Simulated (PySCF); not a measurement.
Computed vibrations of [Eu(NH2)2]+

[Eu(NH2)2]+ (singlet in the valence; each metal's 4f electrons, 6 of them, lie in its core potential, out of spins and levels). PySCF 2.14.0, RKS PBE0, Eu lcecp-1-SVP with ECP52, N def2-SVP, H def2-SVP; non-relativistic Hamiltonian with scalar-relativistic core potentials where named; density fitting; no spin-orbit coupling. Central differences of gradients.

```xyz
7

Eu    0.0000    0.0000   -0.2203
N     1.7421    0.0000    0.9919
H     2.1490   -0.8106    1.4668
H     2.1490    0.8106    1.4668
N    -1.7421    0.0000    0.9919
H    -2.1490    0.8106    1.4668
H    -2.1490   -0.8106    1.4668
```

Run from Python with OMP_NUM_THREADS=2. Where DIIS fails, smearing, a level shift and second-order steps follow.
It took 34 s on 2 threads of Arm Neoverse V1 (shared host).

**Question.** What are the harmonic wavenumbers and infrared intensities?

**Answer.** Modes are labelled in C2v; negative numbers are unstable modes, those under 60 cm⁻¹ near the noise; a finer grid moves soft modes by up to 10 cm⁻¹.
```
cm⁻¹  km/mol  symmetry
-396       –        b2
-392       –        a2
 152     0.1        a1
 347     0.0        a2
 374    85.5        b2
 535   175.4        b1
 581   229.0        b1
 600   184.4        a1
 614    70.6        a1
1508    29.6        b1
1510    54.7        a1
3512   136.6        b1
3515    79.4        a1
3587    85.5        b2
3587     0.0        a2
```

**Question.** Is this a minimum?

**Answer.** No: 2 unstable; the lowest moves the atoms so:
```
Eu   0.00  0.01  0.00
N    0.00 -0.04  0.00
H   -0.30  0.03  0.39
H    0.30  0.03 -0.39
N    0.00 -0.04  0.00
H   -0.30  0.03 -0.39
H    0.30  0.03  0.39
```

An lcecp potential fixes the number of 4f electrons, so in runs with it no electron can move into or out of that shell.
